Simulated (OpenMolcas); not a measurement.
# CH3BI (SMILES C[B]I): name the method

CH3BI: 6 atoms, total charge 0, spin state doublet. As SMILES, `C[B]I`. Geometry: relaxed at PBE0-D4/def2-TZVP.

```xyz
6

C    -0.3525    0.3479   -0.3264
B     0.1163   -1.0396    0.1523
I     1.7808   -1.4797    1.3568
H    -1.0085    0.7399    0.4644
H     0.4601    1.0688   -0.4565
H    -0.9540    0.2988   -1.2369
```

A calculation with OpenMolcas 26.06 gave:

The total energy is -6951.2093 Eh and the dipole moment is 1.76 D. The HOMO energy is -8.50 eV and the LUMO energy is 1.83 eV. The ⟨S²⟩ is 0.754 and the largest force is 1.433 eV/Å.

Q: Which of these levels gave the numbers?
A. HF/3-21G
B. HF/STO-3G
C. TPSSh/3-21G
D. B3LYP/6-311G**

A: A. The others give -6954.0346 Eh (TPSSh/3-21G), -6914.1748 Eh (HF/STO-3G), -6984.2678 Eh (B3LYP/6-311G**).
